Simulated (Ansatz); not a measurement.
Ansatz (an electronic-structure program) input (RPA@PBE/cc-pV(Q+d)Z):
A basis named .json is the Basis Set Exchange file of that set.

Ansatz 0.2 input:
```yaml
crystal:
  periodic: [false, false, false]
  atoms:
    - {symbol: C, position_ang: [-1.87116387, -0.10545659, 0.47561532]}
    - {symbol: Si, position_ang: [-0.02624227, 0.18783545, 0.57858034]}
    - {symbol: F, position_ang: [0.25588178, 1.71889784, 0.17700051]}
    - {symbol: Cl, position_ang: [0.94121594, -0.99897910, -0.81709955]}
    - {symbol: H, position_ang: [-2.10112100, -1.14899666, 0.69039877]}
    - {symbol: H, position_ang: [-2.21123155, 0.13404238, -0.53517552]}
    - {symbol: H, position_ang: [-2.39687938, 0.53056155, 1.18864802]}
basis:
  gaussian:
    orbitals: cc-pV_Q+d_Z.json
hamiltonian:
  xc: pbe
magnetization: {spin_polarized: true, initial_magnetization: 1}
correlation: {method: rpa, electrons: outside_noble_gas}
```

Output:

```
Functional definition: PBE
integrals: 1.47 GiB planned
1968 factors; integrals over basis functions are off by at most 9.2e-4 eV
mean field: 2.48 GiB planned
mean field evaluation 1: about -24184.5131 eV, gradient 5.0e1 eV
mean field evaluation 2: about -24184.5119 eV, gradient 5.0e1 eV
mean field evaluation 4: about -24194.2894 eV, gradient 1.4e1 eV
mean field evaluation 8: about -24195.0201 eV, gradient 6.4e-1 eV
mean field evaluation 16: about -24195.0214 eV, gradient 5.4e-4 eV
mean field -24195.02137524 eV, -889.1506355655 hartree, gradient 8.6e-6 eV, S^2 0.751670; 0 other end points of the search recorded, 0 dependent functions left out
12 core orbitals not correlated
reference -24153.97620624 eV, -887.6422534263 hartree; 13, 12 occupied and 303, 304 virtual orbitals, 1968 factors
Total energy: -24188.82108382 eV, -888.9227790586 hartree
```

It need not be the lowest isomer of its formula.
